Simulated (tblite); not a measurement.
Q: Give a GFN2-xTB geometry of `S=C(CO[SiH3])C`.

A: 
Z-matrix in Å and degrees, rows numbered from 1:
```
C 
C   1  1.4816
S   2  1.6229  1  122.95
C   2  1.5012  1  117.22  3   179.94
O   4  1.3884  2  112.11  1     0.69
Si  5  1.6242  4  129.39  2   178.15
H   1  1.0906  2  109.44  3   121.68
H   1  1.0863  2  110.95  3    -0.10
H   1  1.0907  2  109.47  3  -121.92
H   4  1.0995  2  108.61  1   123.10
H   4  1.0997  2  108.58  1  -121.59
H   6  1.4652  5  110.72  4   -58.48
H   6  1.4522  5   98.29  4  -178.36
H   6  1.4649  5  111.02  4    61.94
```

Si6 (oxygen-bound silicon) is distorted tetrahedral (angles from 98.3° to 114.2°). Of the pairs four or more bonds apart, O5···H7 is among the closest relative to their van der Waals radii: 2.61 Å, 96 % of the sum of Bondi's values. The 6 heavy atoms lie in one plane (0.012 Å rms).

The geometry is computed with GFN2-xTB (gas phase).

Its GFN2-xTB frequencies are all real (lowest 31 cm⁻¹). The numbers are those of one conformer (C1–C2–C4–O5 1°, C2–C4–O5–Si6 178°). 2 starts were optimised and ended at 0.00 and 2.79 kcal/mol (GFN2-xTB); the lowest of these is shown.

Hardware: one thread of an Intel Xeon Platinum 8488C, no GPU (shared host). Cost: 0.68 s wall. These figures are those of the optimisation.
